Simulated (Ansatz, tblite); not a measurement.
Cost and result up the ladder for the cluster ZrSi₆⁻ (the lowest doublet isomer of a short search) (7 atoms). Total charge -1; doublet. Geometry: B3LYP-D4/def2-SVPD.

Cartesian coordinates in Å:
```
Zr -1.218 -0.962 -0.697
Si 1.010 1.127 0.446
Si 0.195 0.776 -1.984
Si 1.514 -1.096 -1.004
Si -1.515 1.509 0.009
Si -0.965 -0.017 1.889
Si 0.979 -1.339 1.340
```

Ansatz on 4 threads of Arm Neoverse V1 on a shared host; xTB runs through tblite on one thread. Times are rough, summed over both states, and most runs start from the orbitals of an earlier one. PBE0-D4/def2-TZVPD serves as the yardstick here, not as an exact answer. Differences are given only for rows in sets of like size (and for xTB, whose basis is part of the method), since another set adds its own error. The other state is a quartet at its own geometry.

In the def2 sets Zr takes a core potential; there is no spin–orbit coupling. The xTB rows come from tblite. Correlated methods freeze 30 core orbitals; core or outer-core shells of Zr are correlated, in sets that lack core-valence functions. The rows differ in basis, and correlated rows in double-zeta sets carry the largest basis error. In CCSD on the charge -1 quartet the largest single amplitude is 0.27, so its Hartree–Fock determinant may place the open shell otherwise than the density functionals do. The structure comes from a short search, and lower isomers may exist.

Run but left out: HF/STO-3G, HF/def2-SVPD, HF/def2-TZVPD, MP2/def2-SVPD (quartet: a determinant that CCSD turns far, T1 0.057); MP2/def2-TZVPD (doublet: ⟨S²⟩ 0.90, where a pure state has 0.75).

Correlated methods converge slowly with the basis, most of all in double-zeta sets.

xTB has no spin-polarisation term.

| level | functions | wall time | quartet − doublet (eV) | difference from PBE0-D4/def2-TZVPD (eV) | remarks |
| --- | --- | --- | --- | --- | --- |
| GFN1-xTB | 63 | 0.044 s | 0.57 | -0.32 | – |
| PBE-D4/def2-TZVPD (with forces) | 298 | 35 s | 0.92 | 0.03 | – |
| PBE0-D4/def2-TZVPD | 298 | 68 s | 0.89 | 0.00 | – |
| r2SCAN-D4/def2-TZVPD | 298 | 2.4 min | 0.88 | -0.01 | – |
| CCSD(T)/def2-SVPD | 178 | 8.7 min | 1.29 | – | large T1 (0.057) (quartet), spin-contaminated (⟨S²⟩ 0.87) (doublet), spin-contaminated (⟨S²⟩ 3.88) (quartet) |
